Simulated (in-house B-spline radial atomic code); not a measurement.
A radial electron density 4πr²n(r) was computed for an atom or ion in its tabulated ground configuration with a B-spline radial code for spherical atoms; method: Dirac-Kohn-Sham AM05, spherical fractional occupations. Columns: r (bohr), 4πr²n(r) (electrons per bohr), bar.

```
0.000989    2.386 #
 0.00121    3.365 ##
 0.00149     4.77 ##
 0.00182    6.624 ###
 0.00223    9.168 ####
 0.00274    12.61 ######
 0.00335       17 ########
 0.00411    22.68 ###########
 0.00504    29.66 ##############
 0.00618    37.89 ##################
 0.00757    47.01 ######################
 0.00928    56.42 ##########################
  0.0114    65.09 ##############################
   0.014    71.52 #################################
  0.0171     74.4 ###################################
   0.021    73.41 ##################################
  0.0257    69.55 #################################
  0.0315    65.68 ###############################
  0.0386    65.76 ###############################
  0.0473     72.4 ##################################
   0.058       84 #######################################
  0.0711    93.81 ############################################
  0.0872    94.05 ############################################
   0.107    83.54 #######################################
   0.131    71.82 ##################################
   0.161    70.46 #################################
   0.197    78.54 #####################################
   0.241    80.29 ######################################
   0.296    63.95 ##############################
   0.363    40.02 ###################
   0.445    28.18 #############
   0.545    30.54 ##############
   0.668    32.26 ###############
   0.819    24.96 ############
       1    14.43 #######
    1.23    6.865 ###
    1.51    3.178 #
    1.85    1.304 #
    2.27   0.3628 
    2.78   0.0576 
    3.41 0.004333 
    4.18 0.0001347 
    5.12 1.47e-06
```

Q: Which atom or ion is it?
A. Ba9+
B. Ba8+
C. Xe8+
D. Cs8+

A: B. The area under the curve, ∫4πr²n dr = ∫r·4πr²n d(ln r) on this logarithmic grid, is 48 electrons, which only this option has. The configuration is [Kr] 4d10 5s2.
